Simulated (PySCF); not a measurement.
Atoms are numbered as in `[O:1]=[C:2]1[O:3][Si:4]([F:5])([F:6])[O:7][C:8]1=[O:9]`.

- GIAO PBE0/pcSseg-1 shieldings
- geometry from GFN2-xTB
- run in PySCF 2.14.0 with density-fitted response routines
- relativity neglected, isolated molecule, averaged over atoms made equivalent by symmetry, fast rotation or ring inversion, one conformer

Referencing at the same level of theory: 13C and 29Si against TMS; H2O for 17O; 19F vs CFCl3.

```json
{"atoms": "C2/C8", "nucleus": "13C", "count": "2", "Hirshfeld charge": "0.22", "δ (ppm)": "?"}
{"atoms": "O1/O9", "nucleus": "17O", "count": "2", "Hirshfeld charge": "-0.19", "δ (ppm)": "489.9"}
{"atoms": "Si4", "nucleus": "29Si", "count": "1", "Hirshfeld charge": "0.67", "δ (ppm)": "-85.7"}
{"atoms": "F5/F6", "nucleus": "19F", "count": "2", "Hirshfeld charge": "-0.16", "δ (ppm)": "-162.5"}
{"atoms": "O3/O7", "nucleus": "17O", "count": "2", "Hirshfeld charge": "-0.20", "δ (ppm)": "?"}
```

Q: Complete the table.

A: 
- C2/C8: 154.9 ppm, carbonyl carbon
- O3/O7: 215.4 ppm, oxygen bonded to C, Si, in a 5-membered ring

Shifts are as computed. Against solution values, carbons near 30 ppm lie about +3 ppm off and those near 130 ppm about +5 ppm. Of 1211 compounds with measured shifts, 218 miss one by over three times the rms of a fit or turn the order of signals round; such compounds aren't used in these exercises. Unscaled 19F shifts against computed CFCl3 carry errors that often reach 10 to 50 ppm. Unscaled 17O shifts of doubly bonded oxygen tend to come out too high, by tens of ppm or more. Experimental scales use liquid or dissolved standards, which lie at an offset from isolated H2O (liquid H2O: subtract about 36 ppm).
